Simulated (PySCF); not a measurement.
# Orbital picture of KCa

PBE0 at R = 4.267 Å; basis K def2-SVP, Ca def2-SVP; no relativity; PySCF 2.14. State: ²Σ⁺ (doublet), unpaired electrons σ ↑. Only the outer orbitals are listed, counted within each symmetry.

| spin | orbital | occ. | ε (eV) | on K (%) | main shells (%) |
| --- | --- | --- | --- | --- | --- |
| α | 3π | 1 | -30.40 | 0 | 100 Ca p |
| α | 3π | 1 | -30.40 | 0 | 100 Ca p |
| α | 9σ | 1 | -30.36 | 0 | 100 Ca p |
| α | 4π | 1 | -21.05 | 100 | 100 K p |
| α | 4π | 1 | -21.05 | 100 | 100 K p |
| α | 10σ | 1 | -21.02 | 100 | 100 K p |
| α | 11σ | 1 | -4.49 | 15 | 85 Ca s, 12 K s |
| α | 12σ | 1 | -2.90 | 75 | 76 K s, 13 Ca p, 10 Ca s |
| α | 13σ | 0 | -0.95 | 69 | 55 K p, 26 Ca p, 13 K s |
| α | 5π | 0 | -0.75 | 55 | 53 K p, 24 Ca p, 22 Ca d |
| α | 5π | 0 | -0.75 | 55 | 53 K p, 24 Ca p, 22 Ca d |
| β | 3π | 1 | -30.38 | 0 | 100 Ca p |
| β | 3π | 1 | -30.38 | 0 | 100 Ca p |
| β | 9σ | 1 | -30.30 | 0 | 100 Ca p |
| β | 4π | 1 | -20.98 | 100 | 100 K p |
| β | 4π | 1 | -20.98 | 100 | 100 K p |
| β | 10σ | 1 | -20.95 | 100 | 100 K p |
| β | 11σ | 1 | -4.24 | 12 | 87 Ca s |
| β | 12σ | 0 | -1.50 | 75 | 75 K s, 14 Ca p, 8 Ca s |
| β | 5π | 0 | -0.59 | 31 | 37 Ca d, 32 Ca p, 29 K p |
| β | 5π | 0 | -0.59 | 31 | 37 Ca d, 32 Ca p, 29 K p |

Problem. Which are the highest filled and the lowest empty level, where do they sit, and how wide is the gap?

Solution. Highest filled α 12σ at -2.90 eV (in %: 76 K s, 13 Ca p, 10 Ca s); lowest empty β 12σ at -1.50 eV (in %: 75 K s, 14 Ca p, 8 Ca s); the gap at PBE0 is 1.40 eV.

```json
{
 "bond order (Mayer)": "0.43",
 "⟨S²⟩": "0.763",
 "charge on K (Mulliken, basis-dependent)": "-0.02",
 "charge on K (Löwdin, basis-dependent)": "-0.06",
 "dipole moment (positive dipole means K(−)Ca(+))": "-1.89 D",
 "polarisability along the bond": "737.4 bohr³",
 "polarisability across the bond": "283.3 bohr³"
}
```

The state was picked by a PBE0 search and need not be the measured ground state.
